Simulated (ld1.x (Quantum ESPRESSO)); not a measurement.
**Pseudopotential generation for Bi: TM, LDA (PZ), scalar-relativistic.**

Bi, norm-conserving Troullier–Martins (Kleinman–Bylander form), made with ld1.x (Quantum ESPRESSO) 7.5 (LDA (PZ), scalar-relativistic). Core [Xe], reference 4f14 5d10 6s2 6p3. Waves: 6s (bound): rc 1.50 bohr; 6p (bound): rc 3.68 bohr; 4f (bound): rc 0.70 bohr; 5d (bound): rc 1.90 bohr. Local part: the d channel. Core correction: none.

Poles of the logarithmic derivatives, all-electron (AE) and pseudo (PS). Narrow ghost or core levels that the grid stepped over were put in at their known energies. s: poles at -11.6, -1.0, 2.0 (AE) and -5.8, -1.0, 2.0 (PS) Ry. p: poles at -7.1, -0.0, 3.1 (AE) and -1.5, -0.0, 2.9 (PS) Ry. d: poles at -2.0, 1.3, 4.8 (AE) and -2.0, 1.3, 4.8 (PS) Ry. f: poles at 1.4, 3.7 (AE) and 1.5, 4.0 (PS) Ry. Test radius 4.00 bohr.

- Ghost test: ghost states, extra bound levels that the all-electron valence spectrum of the same l lacks: s at -79.1 eV, p at -21.0 eV (other channels not judged); a true bound ghost makes a file unfit for plane-wave use (spherical-Bessel basis up to 400 Ry, 20 bohr box)
- Configuration tests: 7 of 9 tests not solved or not reliable; not counted: 4f14 5d10 6s2 6p0 (solver errors, printed error -169 meV); 4f14 5d9 6s2 6p4 (solver errors, printed error -12848 eV); 4f13 5d10 6s2 6p3 (solver errors, printed error -12599 eV)
